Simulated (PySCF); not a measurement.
Species: TaS(OMe)3, C3H9O3STa (singlet state).
Bonds: Ta1–S2, Ta1–O3, Ta1–O8, Ta1–O13, O3–C4, O8–C9, O13–C14. Hydrogens: H5, H6, H7 on C4; H10, H11, H12 on C9; H15, H16, H17 on C14.

Computed by this run: PySCF, PBE0-D3(BJ)/def2-SVP geometry optimisation, gas phase, def2 core potentials past Kr; density fitting, grid level 1; the optimiser is geomeTRIC in internal coordinates, started from a GFN2-xTB structure with every atom displaced at random (about 0.03 Å).

Step 2: E = -21766.7387 eV
```
atom  x, y, z in Å  |  force x, y, z in eV/Å
Ta1    -0.0230   -0.0020    0.2987    1.024  -0.132   0.123
S2     -0.0612    0.0304    2.4745   -0.023  -0.007   0.111
O3      1.6668   -0.7241   -0.2279   -0.810   0.285   0.002
C4      2.9692   -1.2184   -0.1703   -0.514   0.173   0.092
H5      3.3000   -1.2760    0.8804    0.144   0.022  -0.049
H6      3.6315   -0.5548   -0.7492    0.141  -0.065   0.080
H7      2.9929   -2.2265   -0.6084    0.123  -0.091  -0.043
O8     -0.2068    1.7770   -0.2701   -0.025  -0.048  -0.222
C9     -0.4080    3.1462   -0.1481   -0.009  -0.043   0.206
H10    -0.4983    3.4279    0.9171    0.006   0.013  -0.075
H11    -1.3283    3.4452   -0.6733   -0.048   0.004  -0.017
H12     0.4367    3.6959   -0.5901    0.060   0.025  -0.017
O13    -1.4917   -1.0178   -0.2630   -0.101  -0.195  -0.286
C14    -2.5348   -1.9344   -0.2126   -0.028  -0.054   0.117
H15    -2.8003   -2.1611    0.8362    0.008   0.022  -0.061
H16    -2.2470   -2.8774   -0.7115    0.000   0.079   0.023
H17    -3.4263   -1.5306   -0.7223    0.051   0.013   0.014
```

Step 3: E = -21766.7754 eV
```
atom  x, y, z in Å  |  force x, y, z in eV/Å
Ta1    -0.0133    0.0102    0.3369   -0.210  -0.124   0.153
S2     -0.0524    0.0408    2.5205    0.031  -0.008  -0.056
O3      1.6262   -0.7098   -0.2351   -0.138   0.034  -0.083
C4      2.9130   -1.2133   -0.1763    0.323  -0.110   0.016
H5      3.2767   -1.2722    0.8651   -0.069   0.016  -0.012
H6      3.6084   -0.5731   -0.7474   -0.062   0.026   0.022
H7      2.9577   -2.2251   -0.6158   -0.066   0.022   0.023
O8     -0.2014    1.7737   -0.2726   -0.009   0.031  -0.119
C9     -0.4023    3.1424   -0.1484    0.014   0.074   0.086
H10    -0.4752    3.4338    0.9142    0.000  -0.017  -0.023
H11    -1.3334    3.4387   -0.6593    0.008  -0.004  -0.005
H12     0.4371    3.6925   -0.6054   -0.012  -0.007  -0.007
O13    -1.4722   -1.0183   -0.2674    0.239   0.068  -0.062
C14    -2.5084   -1.9403   -0.2196   -0.045   0.027   0.070
H15    -2.7976   -2.1491    0.8247    0.003  -0.014  -0.006
H16    -2.2030   -2.8851   -0.6993   -0.009  -0.007   0.007
H17    -3.3884   -1.5464   -0.7546    0.003  -0.009  -0.004
```

Step 4: E = -21766.7810 eV
```
atom  x, y, z in Å  |  force x, y, z in eV/Å
Ta1    -0.0171    0.0117    0.3270   -0.053   0.151   0.106
S2     -0.0463    0.0377    2.5082    0.014  -0.013   0.029
O3      1.6173   -0.7101   -0.2488    0.024  -0.025  -0.103
C4      2.9061   -1.2176   -0.1753    0.144  -0.047   0.025
H5      3.2531   -1.2713    0.8712   -0.037   0.001  -0.004
H6      3.6052   -0.5774   -0.7405   -0.039   0.013   0.011
H7      2.9469   -2.2307   -0.6107   -0.033   0.018   0.018
O8     -0.2044    1.7797   -0.2849   -0.008  -0.037  -0.074
C9     -0.4016    3.1485   -0.1449    0.013   0.019   0.053
H10    -0.4648    3.4286    0.9204   -0.001  -0.002   0.000
H11    -1.3366    3.4508   -0.6451    0.005   0.001  -0.003
H12     0.4342    3.7013   -0.6049   -0.007  -0.004  -0.004
O13    -1.4645   -1.0177   -0.2788    0.021  -0.079  -0.104
C14    -2.4985   -1.9424   -0.2179   -0.053   0.012   0.049
H15    -2.7888   -2.1376    0.8284    0.007  -0.001   0.004
H16    -2.1902   -2.8937   -0.6821    0.002  -0.006   0.000
H17    -3.3786   -1.5603   -0.7609    0.002  -0.001  -0.002
```

Problem. Estimate the geometry and energy of step 5. (The exact step hangs on the optimiser's Hessian estimate; all steps are aligned on step 4, rigid shifts and turns removed.)

Solution. E = -21766.7871 eV, largest force 0.207 eV/Å
```
atom  x, y, z in Å  |  force x, y, z in eV/Å
Ta1    -0.0210    0.0193    0.2985    0.004   0.175   0.111
S2     -0.0328    0.0335    2.4812   -0.002  -0.003  -0.013
O3      1.6082   -0.7078   -0.2826    0.084  -0.027  -0.096
C4      2.8962   -1.2215   -0.1713   -0.073   0.039   0.028
H5      3.2071   -1.2648    0.8856    0.017  -0.018   0.012
H6      3.6048   -0.5834   -0.7239    0.020  -0.009  -0.002
H7      2.9335   -2.2373   -0.5969    0.026  -0.013   0.003
O8     -0.2088    1.7908   -0.3133   -0.018  -0.057  -0.020
C9     -0.3980    3.1579   -0.1364    0.015  -0.018   0.008
H10    -0.4379    3.4132    0.9356    0.000   0.006   0.017
H11    -1.3413    3.4750   -0.6109   -0.002   0.001   0.000
H12     0.4296    3.7171   -0.6027    0.003   0.007   0.000
O13    -1.4583   -1.0222   -0.3084   -0.053  -0.096  -0.082
C14    -2.4885   -1.9503   -0.2146   -0.026   0.006   0.028
H15    -2.7778   -2.1115    0.8375    0.003   0.008   0.009
H16    -2.1740   -2.9156   -0.6445    0.003  -0.004  -0.004
H17    -3.3695   -1.5931   -0.7726   -0.003   0.004   0.001
```

The energy changes by -0.0062 eV. The first-order estimate −F·Δx gives -0.0079 eV and the mean of the old and new forces, exact on a quadratic surface, -0.0056 eV. The step makes an angle of 79° with the force vector and moves no atom by more than 0.049 Å.

The cost below is that of the whole optimisation. On Intel Xeon Platinum 8259CL at 2.50 GHz, one thread, no GPU (shared host), this took 7.0 min wall and 0.76 GiB of memory at its peak.
